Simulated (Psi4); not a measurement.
C₂HO (SMILES [CH-]=C=O), charge -1, singlet, geometry from GFN2-xTB (a gas-phase anion, which may not be bound at this level). Base run: MP2/6-31G (Psi4).

Psi4 was given this input:
```
memory 2 GB

molecule mol {
-1 1
  C     0.017882   -0.126888   -1.227557
  C     0.012039   -0.079027   -0.004614
  H     0.100932   -0.678824   -2.129085
  O    -0.035057    0.239289    1.190263
}

set basis 6-31g
set reference rhf
set freeze_core true

energy('mp2')
print_variables()
```

The base run was repeated with changes; each row names its change, and settings that it needs were set with it.

```
change               basis functions      E (Eh)  MP2 correlation (Eh)
-------------------  ---------------  ----------  --------------------
base                              29  -151.33767              -0.30629
basis = 3-21G                     29  -150.54902              -0.30249
basis = def2-SVP                  47  -151.42579              -0.44010
basis = 6-31G*                    47           …                     …
basis = 6-31G**                    …           …                     …
basis = 6-311G**                  60  -151.61574              -0.47065
basis = aug-pcseg-1                …           …                     …
basis = def2-TZVP                  …           …                     …
basis = cc-pVTZ                  104  -151.72044              -0.55326
basis = def2-TZVPP               107  -151.72902              -0.55199
basis = cc-pVQZ                  195  -151.77603              -0.59422
basis = def2-QZVP                201  -151.77879              -0.59311
basis = def2-QZVPP               201  -151.77879              -0.59311
```

Question: Complete the blanks.

Answer: 
- basis = 6-31G*, E (Eh): -151.52884
- basis = 6-31G*, MP2 correlation (Eh): -0.43406
- basis = 6-31G**, basis functions: 50
- basis = 6-31G**, E (Eh): -151.53706
- basis = 6-31G**, MP2 correlation (Eh): -0.44007
- basis = aug-pcseg-1, basis functions: 78
- basis = aug-pcseg-1, E (Eh): -151.55441
- basis = aug-pcseg-1, MP2 correlation (Eh): -0.46830
- basis = def2-TZVP, basis functions: 99
- basis = def2-TZVP, E (Eh): -151.72591
- basis = def2-TZVP, MP2 correlation (Eh): -0.54927

Totals compare only among sets that treat the same electrons; sets with core potentials leave the core out.

A gas-phase anion may not be bound at this level; its values then depend on the basis.
